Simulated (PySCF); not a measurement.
Compound: CH4FNOSi.
Numbering: `[NH2:1][C:2](=[O:3])[SiH2:4][F:5]` (hydrogens: H6, H7 on N1; H8, H9 on Si4)

Level: PBE0/pcSseg-1 and CAM-B3LYP/def2-SVPD in PySCF, non-relativistic, on one gas-phase PBE0-D3(BJ)/def2-SVP geometry that isn't relaxed in the solvent. The solvent is an IEF-PCM continuum (Bondi radii, 1.10 Å for H, scaled by 1.2). Only the electrostatic response of the medium enters.

Gas phase at PBE0/pcSseg-1: HOMO -7.34 eV, LUMO -0.29 eV, dipole 2.31 D.

**Question.** What does the continuum do to the energy, the frontier levels and the dipole at PBE0/pcSseg-1 in water?

**Answer.** 
| solvent | ε | E(solvent) − E(gas) (kcal/mol) | polarisation term (kcal/mol) | distortion of the solute (kcal/mol) | HOMO (eV) | LUMO (eV) | dipole (D) |
| --- | --- | --- | --- | --- | --- | --- | --- |
| water | 78.36 | -8.05 | -9.40 | 1.35 | -7.40 | -0.19 | 3.09 |

The first energy column is the sum of the next two and covers electrostatics alone.

**Question.** Which radius a makes the point-dipole formula ΔE = −[(ε − 1)/(2ε + 1)]·μ²/a³ give the value in water, with the gas-phase dipole?

**Answer.** μ = 0.908 au and |ΔE| = 0.01283 Eh give a = 1.67 Å; the farthest nucleus lies 2.48 Å from the centroid of the nuclei, so such a sphere wouldn't even hold the nuclei. The formula assumes a rigid point dipole at the centre of a sphere.

**Question.** Which IAO charges (PBE0/pcSseg-1) respond most in water (means over atoms taken as equivalent)?

**Answer.** 
```json
{"atoms": "O3", "environment": "carbonyl oxygen", "gas (e)": "-0.479", "solvent (e)": "-0.539", "change": "-0.060"}
{"atoms": "H6/H7", "environment": "N–H hydrogen", "gas (e)": "+0.284", "solvent (e)": "+0.302", "change": "+0.018"}
{"atoms": "N1", "environment": "nitrogen bound to a carbonyl carbon", "gas (e)": "-0.489", "solvent (e)": "-0.476", "change": "+0.013"}
{"atoms": "F5", "environment": "silicon-bound fluorine", "gas (e)": "-0.542", "solvent (e)": "-0.547", "change": "-0.005"}
{"atoms": "Si4", "environment": "fluorine-bound silicon", "gas (e)": "+1.013", "solvent (e)": "+1.017", "change": "+0.004"}
{"atoms": "H8/H9", "environment": "Si–H hydrogen", "gas (e)": "-0.122", "solvent (e)": "-0.118", "change": "+0.004"}
{"atoms": "C2", "environment": "carbonyl carbon", "gas (e)": "+0.172", "solvent (e)": "+0.175", "change": "+0.003"}
```

**Question.** Which Mayer bond orders change most in water?

**Answer.** 
```tsv
bond	length (Å)	gas	solvent	change
N1–C2	1.352	1.182	1.248	+0.066
C2–O3	1.218	1.854	1.793	-0.061
Si4–F5	1.637	0.879	0.866	-0.013
N1–H6	1.012	0.925	0.915	-0.010
N1–H7	1.015	0.921	0.912	-0.009
Si4–H8	1.485	0.927	0.929	+0.002
C2–Si4	1.909	0.837	0.838	+0.001
Si4–H9	1.485	0.927	0.928	+0.001
```

Gas phase at CAM-B3LYP/def2-SVPD: HOMO -8.90 eV, LUMO 0.56 eV, dipole 2.39 D.

**Question.** What does the continuum do to the energy, the frontier levels and the dipole at CAM-B3LYP/def2-SVPD in water?

**Answer.** 
```json
{"solvent": "water", "ε": "78.36", "E(solvent) − E(gas) (kcal/mol)": "-8.62", "polarisation term (kcal/mol)": "-10.35", "distortion of the solute (kcal/mol)": "1.73", "HOMO (eV)": "-8.97", "LUMO (eV)": "0.67", "dipole (D)": "3.34"}
```

**Question.** How does the static polarisability (CAM-B3LYP/def2-SVPD, frozen core, with the continuum's full static response) change?

**Answer.** 
```json
{"medium": "gas", "isotropic (au)": "50.6", "principal values (au)": "40.8, 53.0, 57.9", "⟨r²⟩ of the electrons (bohr²)": "552.4"}
{"medium": "water", "isotropic (au)": "65.5", "principal values (au)": "53.8, 68.6, 74.1", "⟨r²⟩ of the electrons (bohr²)": "552.7"}
```

The isotropic value in water is 1.30 times the gas-phase one; no cavity-field correction is applied. ⟨r²⟩ is taken about the centre of nuclear charge.

Shape of the structure used: `[NH2:1][C:2](=[O:3])[SiH2:4][F:5]`: N1–C2–Si4–F5 2°, H–N1–C2–O3 179°, H–N1–C2–O3 1°.
